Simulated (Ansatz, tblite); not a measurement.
Forces on Mo₂P₂ at its r2SCAN-D4/def2-SVP geometry. The state is a singlet with charge 0.

In the def2 sets Mo takes a core potential; there is no spin–orbit coupling. The xTB rows come from tblite. The restricted singlet is unstable towards broken spin symmetry in Hartree–Fock (as tested in another run); at PBE-D4/def2-TZVP this wasn't settled. Another isomer (triplet) lies 1.16 eV lower at PBE0-D4/def2-TZVP; other spin states weren't run for this one.

GFN1-xTB (tblite), largest force 46.19 eV/Å:

```xyz
4
positions Å, forces eV/Å
Mo    0.520    1.075   -0.477  -23.125   30.043  -25.665
Mo    1.597   -0.248    0.672   25.276  -29.089   25.470
P    -1.426   -0.128   -1.047   -0.372   -0.473    0.425
P    -0.691   -0.699    0.852   -1.779   -0.482   -0.231
```

GFN2-xTB (tblite), largest force 32.60 eV/Å:

```
Mo -17.148 21.020 -18.082
Mo 16.666 -21.018 17.781
P 0.729 -0.209 0.522
P -0.247 0.207 -0.222
```

PBE-D4/def2-TZVP (Ansatz), largest force 0.45 eV/Å:

```
Mo -0.187 0.248 -0.161
Mo 0.206 -0.287 0.281
P -0.114 -0.071 0.027
P 0.094 0.109 -0.147
```
